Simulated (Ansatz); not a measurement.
`O=C(O)[SiH2][SeH]`, charge 0, multiplicity 1.

Question: Give a relaxed structure at PBE0-D4/def2-TZVP (Ansatz 0.2.0). (Estimate.)

Answer: Ansatz gave: 
Z-matrix (Å, degrees):
```
Si
Se 1 2.271
C 1 1.923 2 110.9
H 1 1.478 2 106.6 3 116.7
H 1 1.483 2 112.0 3 -120.7
H 2 1.469 1 92.3 3 65.2
O 3 1.346 1 112.7 2 -61.6
O 3 1.201 1 124.6 2 118.4
H 7 0.971 3 107.4 1 179.5
```
This is one stationary point; other conformers may exist.
